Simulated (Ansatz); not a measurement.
Start from `[F][In]([SH])[SH]` and change one element to get `[SH][In]([SH])[Br]`.

Ansatz, PBE0-D4/def2-TZVP geometries, multiplicity 1. Each molecule was computed in one conformer, which needn't be the lowest.

Elements past krypton have def2 core potentials. Scalar relativity is left out up to krypton.

```
                                          property  `[F][In]([SH])[SH]`
              HOMO–LUMO gap (PBE0/def2-TZVPP) / eV                 5.82
                HOMO energy (PBE0/def2-TZVPP) / eV                -7.93
size of the dipole moment (ωB97M-V/def2-TZVPP) / D                 2.19
               HOMO–LUMO gap (PBE/def2-TZVPP) / eV                 3.73
               HOMO energy (B3LYP/def2-TZVPP) / eV                -7.67
           HOMO–LUMO gap (ωB97M-V/def2-TZVPP) / eV                 9.88
```

(1) Give the same properties after the change, and the shifts. (Best estimate.)

Answers

(1) The calculation gave: 
```json
{"property": "HOMO–LUMO gap (PBE0/def2-TZVPP) / eV", "`[SH][In]([SH])[Br]`": "5.70", "shift": "-0.12"}
{"property": "HOMO energy (PBE0/def2-TZVPP) / eV", "`[SH][In]([SH])[Br]`": "-7.84", "shift": "0.09"}
{"property": "size of the dipole moment (ωB97M-V/def2-TZVPP) / D", "`[SH][In]([SH])[Br]`": "1.43", "shift": "-0.76"}
{"property": "HOMO–LUMO gap (PBE/def2-TZVPP) / eV", "`[SH][In]([SH])[Br]`": "3.65", "shift": "-0.08"}
{"property": "HOMO energy (B3LYP/def2-TZVPP) / eV", "`[SH][In]([SH])[Br]`": "-7.57", "shift": "0.10"}
{"property": "HOMO–LUMO gap (ωB97M-V/def2-TZVPP) / eV", "`[SH][In]([SH])[Br]`": "9.75", "shift": "-0.13"}
```

Dipoles are sizes alone; their direction can turn.

B3LYP here is the variant with VWN-RPA as its local correlation; programs differ in this.

Spin–orbit coupling is left out; it splits and shifts lone-pair levels of the heavy atoms by tenths of an eV.
